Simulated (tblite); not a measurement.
C₃H₆NSSi (doublet state).
Atom-mapped SMILES: `[CH3:1][CH2:2][Si:3]([SH:4])[C:5]#[N:6]` (hydrogens: H7, H8, H9 on C1; H10, H11 on C2; H12 on S4)

Computed geometry: GFN2-xTB, gas phase. This method treats the open shell by occupation alone, without spin polarisation.

Question: List the bond lengths, angles and torsions at this level.

Answer: 
| bond | length (Å) | order |
| --- | --- | --- |
| C1–C2 | 1.524 | single |
| C2–Si3 | 1.897 | single |
| Si3–S4 | 2.171 | single |
| Si3–C5 | 1.849 | single |
| C5≡N6 | 1.151 | triple |
| C1–H7, C1–H8, C1–H9 | 1.088 | single |
| C2–H10, C2–H11 | 1.093 | single |
| S4–H12 | 1.324 | single |

Bonds in one row agree within 0.01 Å and their mean is given. Orders are formal, as drawn. A selection of angles:
| angle | degrees |
| --- | --- |
| C2–C1–H7 | 110.4 |
| C2–C1–H8 | 110.8 |
| H7–C1–H8 | 108.2 |
| C1–C2–Si3 | 112.6 |
| C1–C2–H10 | 109.7 |
| Si3–C2–H10 | 109.6 |
| H10–C2–H11 | 106.6 |
| C2–Si3–S4 | 110.3 |
| C2–Si3–C5 | 113.9 |
| S4–Si3–C5 | 109.2 |
| Si3–S4–H12 | 95.5 |
| Si3–C5–N6 | 170.6 |

Dihedral angles: C1–C2–Si3–S4 -172° (antiperiplanar); H12–S4–Si3–C2 169° (antiperiplanar). The mirror-image conformer, all signs reversed, is as good.

Si3 (silicon bonded to 2 C and S) is pyramidal (angles 113.9°, 110.3° and 109.2°, sum 333.4°, 0.60 Å off the plane of its three neighbours). The 2 C–Si bonds span 1.849 Å (Si3–C5, drawn single) to 1.897 Å (C2–Si3, drawn single), a spread of 0.048 Å.

Point group: C1 (no symmetry element, even within 0.4 Å). Its GFN2-xTB frequencies are all real (lowest 42 cm⁻¹). Torsions: C1–C2–Si3–S4 -172°, C2–Si3–S4–H 169°. 3 starts were optimised and ended at 0.00, 0.95 and 1.70 kcal/mol (GFN2-xTB); the lowest of these is shown.
